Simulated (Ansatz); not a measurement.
## Redistribution: CH3Br + C2HFI2 → CH2BrI + C2H2FI

Species: CH3Br (bromomethane) `CBr`, singlet; C2HFI2 `F/C(I)=C\I`, singlet; CH2BrI (bromoiodomethane) `BrCI`, singlet; C2H2FI `F/C=C/I`, singlet. The partners trade H for I; both sit on C, so the bond types are kept.

Shapes, held fixed at every level: PBE0-D4/def2-TZVP. Programs: Ansatz 0.2.0. The zero-point and thermal change to 298 K, harmonic and unscaled (PBE0-D4/def2-TZVP), is +0.5 kJ/mol.

```csv
level,kind,ΔH(298 K) (kJ/mol),less CCSD(T)/def2-TZVPP,CPU time (sum over the molecules)
SPW92/def2-TZVPP,LDA,+17.8,+7.0,10 s
PBE-D4/def2-TZVPP,GGA,+15.8,+5.0,19 s
r2SCAN0-D4/def2-TZVPP,global hybrid,+14.3,+3.5,37 s
B2PLYP/def2-TZVPP,double hybrid,+11.8,+1.0,45 s
MP2/def2-SVP,perturbation theory,+14.6,+3.8,–
MP2/def2-TZVPP,perturbation theory,+13.6,+2.8,–
CCSD(T)/def2-SVP,coupled cluster or CI,+12.1,+1.3,50 s
CCSD(T)/def2-TZVPP,coupled cluster or CI,+10.8,0.0,3.9 min
```

The highest level, CCSD(T)/def2-TZVPP, gives ΔH(298 K) = +10.8 kJ/mol; the levels span +10.8 to +17.8. The column of differences is taken from that level and isn't an error. No measured value is set beside it here. For atoms past krypton def2 sets carry core potentials with scalar relativity. Relativity is left out for Br. Outer-core shells of Br, I are correlated, in sets that cover them unevenly. Times are processor times on shared x86 and Arm servers, and rough.
